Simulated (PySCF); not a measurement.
PySCF input for Si(F)(Me)(SiH3)2 (CH₉FSi₃), SMILES C[Si](F)([SiH3])[SiH3], HF/pcSseg-1. Geometry: PBE0-D3(BJ)/def2-SVP.

```python
import numpy as np
from pyscf import gto, scf, dft
from pyscf.prop.nmr import rhf as nmr

mol = gto.M(
    atom='''
    C    -1.11256261    1.83838539   -0.00000001
    Si    0.09887657    0.41039381    0.00000000
    F     1.62065454    1.03040236    0.00000000
    Si   -0.14063267   -0.90259294   -1.93258846
    Si   -0.14063267   -0.90259294    1.93258847
    H    -0.97598006    2.46821973    0.89268311
    H    -2.14730138    1.45993523   -0.00000001
    H    -0.97598005    2.46821973   -0.89268314
    H     0.85684593   -2.01585590   -1.94746544
    H    -1.51640394   -1.49443956   -1.94138370
    H     0.03065260   -0.07631423   -3.16813907
    H     0.85684593   -2.01585589    1.94746545
    H     0.03065259   -0.07631421    3.16813907
    H    -1.51640395   -1.49443955    1.94138371
    ''',
    basis='pcSseg-1',
    charge=0,
    spin=0,
    max_memory=1600,
    verbose=3,
)
mf = scf.RHF(mol)
mf.conv_tol = 1e-10
mf.max_cycle = 100
mf.kernel()
n = nmr.NMR(mf)
n.verbose = 2
n.max_cycle_cphf = 60
sigma = n.kernel()
print('atom   isotropic/ppm   span/ppm')
for i, s in enumerate(sigma):
    w = np.linalg.eigvalsh((s + s.T) / 2)
    print(f'{mol.atom_symbol(i):2s}{i + 1:3d} {w.mean():14.3f} {w[2] - w[0]:11.3f}')
```

It prints:

```
converged SCF energy = -1009.33222616645
atom   isotropic/ppm   span/ppm
C   1        190.316      25.326
Si  2        355.905     131.261
F   3        427.996      81.460
Si  4        487.376      16.021
Si  5        487.376      16.021
H   6         30.708      11.818
H   7         31.826      10.452
H   8         30.708      11.818
H   9         28.247       8.540
H  10         28.587       7.730
H  11         28.226       8.727
H  12         28.247       8.540
H  13         28.226       8.727
H  14         28.587       7.730
```

The calculation finished and met its thresholds.

Cost: about 29 core-seconds (a rough figure).
